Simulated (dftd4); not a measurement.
Cl2Zn, charge -1, doublet, geometry from GFN2-xTB (such geometries of metal compounds can be far from the true shape) (a state made from the parent by changing its charge; the spin is typed, not shown lowest); D4 for blyp run with dftd4 4.2.0.

The dftd4 input:
```
$ dftd4 mol.xyz --func blyp --charge -1 --json dftd4.json --noedisp --grad

# file mol.xyz
3

Zn     0.18525488     0.64949545     0.36136434
Cl     1.28436949    -0.23468644    -1.66930325
Cl    -1.61128986    -0.91148200     1.03160147
```

Problem. Write the output that dftd4 gives for this input, abridged.

Solution. 
```
                    ____  _____ _____     ____  _  _
      -------------|  _ \|  ___|_   _|---|  _ \| || |------------
     |             | | | | |_    | | ___ | | | | || |_           |
     |             | |_| |  _|   | ||___|| |_| |__   _|          |
     |             |____/|_|     |_|     |____/   |_|            |
     |             ===================================           |
     |            E. Caldeweyher, S. Ehlert & S. Grimme          |
     |          Mulliken Center for Theoretical Chemistry        |
     |                    University of Bonn                     |
      -----------------------------------------------------------

Rational (Becke-Johnson) damping: blyp-D4-ATM
---------------------
  s6         1.0000
  s8         2.3408
  s9         1.0000
  a1         0.4449
  a2         4.0933
 alp        16.0000
--------------------

Dispersion energy:      -5.4300819020562E-03 Eh

Gradient norm:           1.1045365986468E-03 Eh/a0
--------------------------------------------------
     #    Z           dE/dx      dE/dy      dE/dz
--------------------------------------------------
     1   30 Zn    3.749E-05  1.315E-04  7.314E-05
     2   17 Cl    5.358E-04  6.390E-05 -5.539E-04
     3   17 Cl   -5.733E-04 -1.954E-04  4.807E-04
--------------------------------------------------

Virial:
--------------------------------------------------
      component           x          y          z
--------------------------------------------------
          x       3.059E-03  7.959E-04 -2.782E-03
          y       7.959E-04  4.695E-04 -4.926E-04
          z      -2.782E-03 -4.926E-04  2.734E-03
--------------------------------------------------

[Info] Dispersion results written to 'dftd4.txt'
[Info] JSON dump of results written to 'dftd4.json'
```
